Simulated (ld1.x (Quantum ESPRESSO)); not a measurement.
boron (B), RRKJ: configuration errors across variants

B, norm-conserving RRKJ (Kleinman–Bylander form), made with ld1.x (Quantum ESPRESSO) 7.5 (LDA (PZ), scalar-relativistic). Core [He], reference 2s2 2p1. Waves: 2s (bound): rc 1.65 bohr; 3d channel at -0.05 Ry: rc 2.85 bohr; 2p (bound): rc 2.80 bohr. Local part: the p channel. Core correction: Bessel-smoothed model core, default radius (core density twice the valence density). rho0 = 0.005.

All-electron excitation energies from the reference (eV): (1) 2s2 2p0 8.327; (2) 2s1 2p0 33.631; (3) 2s2 2p0.5 2.943; (4) 2s0 2p3 11.401; (5) 2s2 2p1.3 -0.772; (6) 2s1 2p1 14.283; (7) 2s1 2p2 5.686; (8) 2s2 2p1 spin -0.235; (9) 2s1 2p0 spin 32.903.

Spin tests fill each open shell by Hund’s rule, majority spin first.

The default core radius of the base comes out at 0.69 bohr.

3 further variants failed, have other tests or another functional or relativity, and are left out.

Errors AE − PS in meV (a dash: test not solved or not reliable):

```tsv
change	(1)	(2)	(3)	(4)	(5)	(6)	(7)	(8)	(9)	bound ghosts
base	+55	+196	+6.1	-25	-0.1	-42	-6.8	+5.4	+196	none
wave 3d channel at -0.05 Ry: rc 2.85 bohr becomes 3d channel at -0.05 Ry: rc 2.78 bohr	+55	+196	+6.1	-25	-0.1	-42	-6.8	+5.4	+196	none
wave 2p (bound): rc 2.80 bohr becomes 2p (bound): rc 2.86 bohr	+55	+196	+6.1	-25	-0.1	-42	-6.8	+5.4	+196	none
wave 2s (bound): rc 1.65 bohr becomes 2s (bound): rc 1.20 bohr	+57	+196	+6.4	-28	-0.1	-44	-7.4	+5.8	+191	none
core correction Bessel-smoothed model core inside 0.94 bohr	+55	+198	+6.1	-25	-0.1	-42	-6.8	+6.1	+200	none
type PAW; waves now 2s (bound): rcut 1.45, rcutus 1.65 bohr; 2s channel at -0.2 Ry: rcut 1.45, rcutus 1.65 bohr; 2p (bound): rcut 2.45, rcutus 2.80 bohr; 2p channel at 1.15 Ry: rcut 2.45, rcutus 2.80 bohr; 3d channel at -0.05 Ry: rcut 2.50, rcutus 2.85 bohr; 3d channel at 1.9 Ry: rcut 2.50, rcutus 2.85 bohr; local potential all-electron potential smoothed inside 2.80 bohr (lloc = -1); augmentation PSQ, inside the norm-conserving radii; rho0 0	-0.9	-6.3	-0.2	-2.2	0.0	-1.5	-0.3	-0.3	-10	none
```

**Question.** Give the same row for: all radii but the core radius scaled by about 0.72 (s 1.20, p 2.02, d 2.06 bohr).

**Answer.** +13, +66, +1.2, +7.4, 0.0, -5.8, +1.6, +5.2, +67; bound ghosts: none.
